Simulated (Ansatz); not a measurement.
Reaction (ligand exchange at the Sn–C bond): `C=C[CH2][SnH2][F]` + HBr → `[F][SnH2][Br]` + propene

Gas-phase electronic energies from Ansatz, PBE0-D4/def2-TZVP geometries. CBS: MP2 limit from def2 TZ/QZ plus the TZ coupled-cluster correction, frozen cores. Functionals use def2-TZVPP. Elements past krypton have def2 core potentials. For Br, Sn outer-core shells are correlated without core-valence functions, which leaves a few kJ/mol of doubt a bond. Scalar relativity is left out up to krypton. Each species was taken in one conformer, which may not be the lowest.

```tsv
species	revPBE-D4 energy (Eh)
`C=C[CH2][SnH2][F]`	-432.75765
HBr	-2574.53963
`[F][SnH2][Br]`	-2889.40893
`C=CC`	-117.93029
```

Work out ΔE.

ΔE = (-2889.40893) + (-117.93029) − (-432.75765) − (-2574.53963) = -0.04194 Eh = -110.1 kJ/mol. CCSD(T)/CBS gives -115.1 kJ/mol.

Largest T1 diagnostic among the species: 0.013.

In def2-TZVPP, CCSD(T) changes the Hartree–Fock value by +34.2 kJ/mol (the triples alone add +3.4 kJ/mol) and MP2 by +34.4 kJ/mol. From BLYP to BHLYP (50 % exact exchange), in def2-TZVPP and without D4, ΔE moves by −8.8 kJ/mol.
